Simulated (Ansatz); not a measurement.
H3O3Zr, charge +1, singlet, at a GFN2-xTB geometry (such geometries of metal compounds can be far from the true shape) (the multiplicity is a formal guess) (core potentials on Zr); PBE/def2-SVP in Ansatz (a program for electronic structure).

Input for Ansatz:
Ansatz 0.2 input:
```yaml
crystal:
  periodic: [false, false, false]
  atoms:
    - {symbol: Zr, position_ang: [-0.00000000, 0.00000000, -0.00000000]}
    - {symbol: O, position_ang: [1.73087780, -0.30028533, -0.50620704]}
    - {symbol: H, position_ang: [2.64521877, -0.45891189, -0.77361230]}
    - {symbol: O, position_ang: [-0.62364378, -0.68582318, 1.57577593]}
    - {symbol: H, position_ang: [-0.95308533, -1.04811117, 2.40818392]}
    - {symbol: O, position_ang: [-1.10723402, 0.98610851, -1.06956890]}
    - {symbol: H, position_ang: [-1.69213344, 1.50702306, -1.63457162]}
basis:
  gaussian:
    orbitals: def2-SVP
hamiltonian:
  xc: pbe
total_charge: 1
```

Output, abridged:

```
Functional definition: PBE
881 factors; their error is unknown
mean field evaluation 1: about -7422.1593 eV, gradient 1.4e2 eV
mean field evaluation 2: about -7110.6829 eV, gradient 3.5e2 eV
mean field evaluation 4: about -7456.5651 eV, gradient 2.0e1 eV
mean field evaluation 8: about -7457.4840 eV, gradient 4.1e-2 eV
mean field evaluation 16: about -7457.4654 eV, gradient 8.2e-5 eV
mean field -7457.46542126 eV, -274.0567993796 hartree, gradient 8.2e-5 eV, S^2 0.000000; 0 other end points of the search recorded, 0 dependent functions left out
reference -7457.46549867 eV, -274.0568022244 hartree; 19, 19 occupied and 69, 69 virtual orbitals, 881 factors
Total energy: -7457.46549867 eV, -274.0568022244 hartree
```
